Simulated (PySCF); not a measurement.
## A search over the determinants of SnS

Unrestricted PBE0; PySCF, scalar-relativistic core potentials, basis sets Sn def2-SVPD with ECP28, S def2-SVPD. Outer shells of the fragments: Sn 4d10 5s2 5p2; S 3s2 3p4.

Followed along the bond (rough minima from three points):

```
2Ms+1    unpaired  ⟨S²⟩ at the start  R at minimum (Å)  Te (eV)
    1        none               0.00              2.23     0.00
    3        π ↑↑               2.01  none in the scan   ≤ 2.13
    5  σ ↑, π ↑↑↑               6.01  none in the scan   ≤ 4.81
```

Solutions found at the starting distance of 2.335 Å, counted from the lowest of them; the search is not exhaustive and high or unbound solutions are not listed, so other states can lie among these:

```csv
2Ms+1,unpaired,term,E (eV),⟨S²⟩,⟨Lz²⟩,μ (D)
1,none,¹Σ⁺,0.00,0.00,0.00,-4.16
3,π ↑↑,mixed,2.18,2.01,2.01,-1.12
3,π ↑↑,mixed,2.46,2.01,2.01,-1.26
1,π ↑↓,mixed,2.50,1.01,2.01,-1.32
3,"σ ↑, π ↑",³Π,2.70,2.01,1.01,-3.05
1,"σ ↓, π ↑",mixed,2.94,1.02,1.01,-2.90
5,"σ ↑, π ↑↑↑",⁵Π,4.98,6.01,1.01,0.19
3,"σ ↑, π ↑",³Π,5.12,2.01,1.02,-0.09
1,"σ ↓, π ↑",mixed,5.26,1.01,1.01,0.18
3,σ ↑↑,³Σ⁺,5.28,2.00,0.00,-1.00
```

A term symbol is given only where ⟨S²⟩ and ⟨Lz²⟩ are close to those of a pure state; real π, δ and φ orbitals otherwise mix terms. A positive dipole means Sn(−)S(+).

The measured ground state is X ¹Σ+ (Huber and Herzberg, Constants of Diatomic Molecules (1979)).

Spin–orbit coupling is left out. Counting both spins, an empty level lies below a filled one in some of these solutions, because spin and occupation are held.
